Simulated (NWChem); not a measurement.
Molecule: C2H4FNOSi; SMILES C1O[Si@H](F)CN=1

```xyz
10

F      0.0244     1.9382    -0.6598
Si     0.0593     0.7567     0.4462
C      1.2977    -0.6101     0.0689
N      0.4608    -1.7288    -0.3620
C     -0.7760    -1.4728    -0.2589
O     -1.2578    -0.2868     0.1964
H     -0.0443     1.4099     1.7678
H      1.9001    -0.9124     0.9429
H      2.0221    -0.3499    -0.7207
H     -1.5541    -2.1960    -0.5291
```
Atoms are numbered in this order, from 1.

All runs: NWChem. Pople sets run with spherical d functions. The geometry was optimised at PBE0/def2-SVP. Vzz is the largest principal value of the second derivative of the potential at the nucleus (NWChem prints the opposite sign); η is the asymmetry. Non-relativistic.

```json
[
 {"level": "Hartree-Fock/def2-TZVP", "Vzz N4 (a.u.)": "-0.931", "η N4": "0.02", "Vzz O6 (a.u.)": "1.426", "η O6": "0.17"},
 {"level": "Hartree-Fock/6-31G*", "Vzz N4 (a.u.)": "-0.855", "η N4": "0.08", "Vzz O6 (a.u.)": "1.387", "η O6": "0.22"},
 {"level": "CAM-B3LYP/6-31G*", "Vzz N4 (a.u.)": "___", "η N4": "___", "Vzz O6 (a.u.)": "___", "η O6": "0.15"}
]
```

Task: Complete the blanks.

Result: 
- CAM-B3LYP/6-31G*, Vzz N4 (a.u.): -0.773
- CAM-B3LYP/6-31G*, η N4: 0.20
- CAM-B3LYP/6-31G*, Vzz O6 (a.u.): 1.265
